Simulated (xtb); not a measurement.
HfI$_{4}$, charge +1, doublet, from a rough starting geometry (GFN-xTB shapes and energies of metal compounds can be far from the true ones) (the multiplicity is a formal guess); GFN2-xTB run with xtb.

xtb was given this input:
```
$ xtb mol.xyz --gfn 2 --chrg 1 --uhf 1 --opt vtight --json

# file mol.xyz
5

Hf     0.03672547    -0.00799316    -0.05476955
I      2.09653069    -0.67565289    -1.58716345
I      0.84165837     0.43651706     2.58375373
I     -1.24902763     2.30939493    -0.96857113
I     -1.86216614    -2.02040570    -0.03023094
```

The log (banner, timings and long lists left out):

```
   ID    Z sym.   atoms
    1   72 Hf     1
    2   53 I      2-5

           -------------------------------------------------
          |                Calculation Setup                |
           -------------------------------------------------

           -------------------------------------------------
          |                 G F N 2 - x T B                 |
           -------------------------------------------------

          ...................................................
          :                      SETUP                      :
          :.................................................:
          :  # basis functions                  50          :
          :  # atomic orbitals                  45          :
          :  # shells                           15          :
          :  # electrons                        31          :
          :  max. iterations                   250          :
          :  Hamiltonian                  GFN2-xTB          :
          :  restarted?                      false          :
          :  GBSA solvation                  false          :
          :  PC potential                    false          :
          :  electronic temp.          300.0000000     K    :
          :  accuracy                    1.0000000          :
          :  -> integral cutoff          0.2500000E+02      :
          :  -> integral neglect         0.1000000E-07      :
          :  -> SCF convergence          0.1000000E-05 Eh   :
          :  -> wf. convergence          0.1000000E-03 e    :
          :  Broyden damping             0.4000000          :
          :  net charge                          1          :
          :  unpaired electrons                  1          :
          ...................................................

 iter      E             dE          RMSdq      gap      omega  full diag
   1      2.7685124  0.276851E+01  0.483E+01    0.01       0.0  T
   2     -6.7119539 -0.948047E+01  0.399E+01    8.64       1.0  T
   3    -12.4563831 -0.574443E+01  0.227E+01    9.42       1.0  T
   4    -14.5698929 -0.211351E+01  0.191E+01    6.23       1.0  T
   5    -14.8050933 -0.235200E+00  0.180E+01    5.99       1.0  T
   6    -15.0085704 -0.203477E+00  0.165E+01    5.99       1.0  T
   7    -14.9900425  0.185280E-01  0.165E+01    5.96       1.0  T
   8    -15.0523681 -0.623257E-01  0.159E+01    5.97       1.0  T
   9    -15.0501547  0.221339E-02  0.159E+01    5.97       1.0  T
  10    -15.0901097 -0.399550E-01  0.157E+01    5.88       1.0  T
  11    -15.2056799 -0.115570E+00  0.152E+01    5.67       1.0  T
  12    -15.4343893 -0.228709E+00  0.144E+01    5.22       1.0  T
  13    -15.9061740 -0.471785E+00  0.114E+01    4.55       1.0  T
  14    -16.1321750 -0.226001E+00  0.966E+00    4.13       1.0  T
  15    -16.2089915 -0.768165E-01  0.885E+00    4.01       1.0  T
  16    -16.4580654 -0.249074E+00  0.492E+00    3.60       1.0  T
  17    -16.4903814 -0.323159E-01  0.508E+00    3.26       1.0  T
  18    -16.4913789 -0.997537E-03  0.511E+00    3.32       1.0  T
  19    -16.4894777  0.190123E-02  0.501E+00    3.06       1.0  T
  20    -16.4901107 -0.633028E-03  0.501E+00    3.07       1.0  T
  21    -16.4840542  0.605652E-02  0.490E+00    2.99       1.0  T
  22    -16.4825068  0.154737E-02  0.494E+00    2.98       1.0  T
  23    -16.4981768 -0.156700E-01  0.352E+00    3.06       1.0  T
  24    -16.4989957 -0.818864E-03  0.327E+00    3.07       1.0  T
  25    -16.5049491 -0.595344E-02  0.260E+00    3.07       1.0  T
  26    -16.5010628  0.388638E-02  0.269E+00    3.02       1.0  T
  27    -16.5030432 -0.198038E-02  0.319E+00    3.17       1.0  T
  28    -16.5080613 -0.501819E-02  0.281E+00    3.22       1.0  T
  29    -16.4933436  0.147177E-01  0.377E+00    3.16       1.0  T
  30    -16.4960134 -0.266984E-02  0.355E+00    3.16       1.0  T
  31    -16.4997370 -0.372355E-02  0.347E+00    3.24       1.0  T
  32    -16.5024856 -0.274866E-02  0.332E+00    3.25       1.0  T
[...]
 * total energy  :   -16.4864204 Eh     change       -0.1453596E-02 Eh
 * total energy  :   -16.4895570 Eh     change       -0.3136646E-02 Eh
 * total energy  :   -16.4909163 Eh     change       -0.1359234E-02 Eh
 * total energy  :   -16.4912880 Eh     change       -0.3717393E-03 Eh
 * total energy  :   -16.4917776 Eh     change       -0.4895736E-03 Eh
 * total energy  :   -16.4911734 Eh     change        0.6042258E-03 Eh
 * total energy  :   -16.4919467 Eh     change       -0.7733097E-03 Eh
 * total energy  :   -16.4919498 Eh     change       -0.3140381E-05 Eh
 * total energy  :   -16.4919542 Eh     change       -0.4356226E-05 Eh
 * total energy  :   -16.4919543 Eh     change       -0.1746902E-06 Eh
 * total energy  :   -16.4919545 Eh     change       -0.1128175E-06 Eh
 * total energy  :   -16.4919545 Eh     change       -0.2787977E-07 Eh
   *** GEOMETRY OPTIMIZATION CONVERGED AFTER 14 ITERATIONS ***
         :: total energy             -16.491954491992 Eh    ::
[...]
         6        2.0000           -0.6655406             -18.1103
         7        2.0000           -0.6655394             -18.1102
         8        2.0000           -0.6655337             -18.1101
         9        1.9823           -0.6225652             -16.9409
        10        1.9823           -0.6225642             -16.9408
        11        1.9822           -0.6225635             -16.9408
        12        1.9690           -0.6220220             -16.9261
        13        1.9690           -0.6220203             -16.9260
        14        1.7051           -0.6195793             -16.8596
        15        1.7051           -0.6195791             -16.8596
        16        1.7050           -0.6195785             -16.8596 (HOMO)
        17                         -0.4958117             -13.4917 (LUMO)
        18                         -0.4958110             -13.4917
        19                         -0.4925010             -13.4016
        20                         -0.4924996             -13.4016
        21                         -0.4924984             -13.4016
        22                         -0.4094428             -11.1415
        23                         -0.2163374              -5.8868
        24                         -0.2163353              -5.8868
        25                         -0.2163276              -5.8866
        26                         -0.1951284              -5.3097
        27                         -0.1951242              -5.3096
       ...                                ...                  ...
        45                          1.1897660              32.3752
      -------------------------------------------------------------
                  HL-Gap            0.1237669 Eh            3.3679 eV
             Fermi-level           -0.5882230 Eh          -16.0064 eV

     #   Z          covCN         q      C6AA      α(0)
     1  72 Hf       3.138     1.070   133.820    24.902
     2  53 I        0.786    -0.017   372.722    33.329
     3  53 I        0.786    -0.018   372.725    33.329
     4  53 I        0.786    -0.017   372.721    33.329
     5  53 I        0.786    -0.017   372.721    33.329

 Mol. C6AA /au·bohr⁶  :       7842.614772
 Mol. C8AA /au·bohr⁸  :     812550.638926
 Mol. α(0) /au        :        158.218036

Wiberg/Mayer (AO) data.
largest (>0.10) Wiberg bond orders for each atom

 ---------------------------------------------------------------------------
     #   Z sym  total        # sym  WBO       # sym  WBO       # sym  WBO
 ---------------------------------------------------------------------------
     1  72 Hf   3.356 --     3 I    0.839     2 I    0.839     5 I    0.839
                             4 I    0.839
     2  53 I    1.135 --     1 Hf   0.839
     3  53 I    1.135 --     1 Hf   0.839
     4  53 I    1.135 --     1 Hf   0.839
     5  53 I    1.135 --     1 Hf   0.839
 ---------------------------------------------------------------------------

Topologies differ in total number of bonds
Writing topology from bond orders to xtbtopo.mol

molecular dipole:
                 x           y           z       tot (Debye)
 q only:       -0.052       0.016      -0.021
   full:       -0.052       0.017      -0.021       0.148
molecular quadrupole (traceless):
                xx          xy          yy          xz          yz          zz
 q only:        0.003      -0.001      -0.001       0.001      -0.001      -0.002
  q+dip:        0.001      -0.001       0.002      -0.002      -0.001      -0.003
   full:        0.001      -0.001       0.003      -0.003      -0.001      -0.003

optimized geometry written to: xtbopt.xyz

           -------------------------------------------------
          | TOTAL ENERGY              -16.491954491992 Eh   |
          | GRADIENT NORM               0.000028011093 Eh/α |
          | HOMO-LUMO GAP               3.367868369590 eV   |
           -------------------------------------------------

normal termination of xtb
```
